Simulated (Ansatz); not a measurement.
```yaml
crystal:
  periodic: [false, false, false]
  atoms:
    - {symbol: C, position_ang: [-1.315128, -0.507281, 0.451011]}
    - {symbol: C, position_ang: [0.172894, -0.359327, 0.426477]}
    - {symbol: C, position_ang: [0.901980, -1.180892, 1.442528]}
    - {symbol: C, position_ang: [0.812054, 0.442969, -0.432185]}
    - {symbol: Si, position_ang: [0.013046, 1.506112, -1.729774]}
    - {symbol: H, position_ang: [-1.712609, -0.227854, 1.432420]}
    - {symbol: H, position_ang: [-1.814750, 0.103450, -0.302523]}
    - {symbol: H, position_ang: [-1.599856, -1.551539, 0.284790]}
    - {symbol: H, position_ang: [0.575266, -0.921220, 2.455265]}
    - {symbol: H, position_ang: [1.981146, -1.039695, 1.379786]}
    - {symbol: H, position_ang: [0.681524, -2.245477, 1.309312]}
    - {symbol: H, position_ang: [1.898424, 0.477441, -0.363647]}
    - {symbol: H, position_ang: [1.073217, 2.238785, -2.471984]}
    - {symbol: H, position_ang: [-0.770815, 0.704364, -2.711391]}
    - {symbol: H, position_ang: [-0.918290, 2.509263, -1.140587]}
basis:
  gaussian: {orbitals: aug-cc-pVDZ}
hamiltonian: {xc: {name: wPBEh}}
accuracy: high
multiplicity: 3
output: {forces: true}
```

```sh
$ ansatz run in.yaml --threads 4 --pin off --events-out ev --progress --plain --max-ram 10444MiB
```

Shortened log:

```
Error: YAML parse error: error: line 23 column 1: unknown field `multiplicity`, expected one of crystal, accuracy, basis, kpoints, hamiltonian, magnetization, projection, total_charge, correlation, batch, efield, external_charges, scf, relax, neb, saddle, md, ramp, phonons, dielectric, real_time, elastic, magnetic_configurations, gw, evaluate, workflow, output, checkpoint, execution
21 | hamiltonian: {xc: {name: wPBEh}}
22 | accuracy: high
23 | multiplicity: 3
24 | output: {forces: true}
```

Q: Something in this input is off. What?

A: The input holds a key that doesn't belong there. The program refused the input.
